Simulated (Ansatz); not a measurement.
Born–Oppenheimer molecular dynamics of AlH8N3S (13 atoms, charge 0, multiplicity 1). It starts from a rough guess of a transition structure, not a stationary point.

Theory: UKS B3LYP-D4/STO-3G in Ansatz 0.2.0.

* ensemble: NVE (velocity Verlet)
* time step: 0.5 fs
* steps asked: 150
* starting velocities drawn for: 300 K
* seed: 679740

First frame:

```xyz
13
Properties=species:S:1:pos:R:3
Al 0.287 -0.194 0.448
S 0.407 2.180 -0.701
N 1.899 -0.913 0.294
N -0.857 -0.102 1.802
H -0.407 0.791 -1.495
N -0.824 -0.479 -1.475
H -0.729 2.518 -0.103
H 2.334 -1.576 0.918
H 2.588 -0.606 -0.379
H -1.725 0.413 1.857
H -0.731 -0.602 2.670
H -0.410 -0.949 -2.268
H -1.831 -0.481 -1.569
```

Task: How far do the bonds stretch over the last three quarters of this one trajectory? (Pairs bonded in most of those frames.)

Result: 
```tsv
bond	mean (Å)	spread (Å)	shortest	longest
Al1–S2	2.251	0.195	1.95	2.49
Al1–N3	1.810	0.058	1.72	1.91
Al1–N4	1.787	0.064	1.72	1.89
Al1–N6	2.024	0.134	1.82	2.22
S2–H7	1.361	0.025	1.32	1.40
N3–H8	1.054	0.033	1.00	1.10
N3–H9	1.052	0.012	1.03	1.07
N4–H10	1.048	0.021	1.01	1.09
N4–H11	1.047	0.022	1.00	1.09
H5–N6	1.102	0.074	0.98	1.26
N6–H12	1.059	0.048	0.98	1.14
N6–H13	1.058	0.037	0.99	1.12
```

Mean temperature of the second half: 858 K. The conserved energy stayed within 0.6 meV per atom of its start (net change 0.16 meV per atom), so the integration is sound. The system heated up, since it started high on the potential surface and ran downhill. A run of 0.075 ps of so small a system gives no equilibrium averages. The orbitals stay closed-shell, which can raise the energy where a bond breaks towards radicals; this wasn't checked here. Limits of this set-up: minimal basis.

Time of the run: 9 min on 1 thread of Arm Neoverse V2 (shared host), peak memory 0.15 GiB.
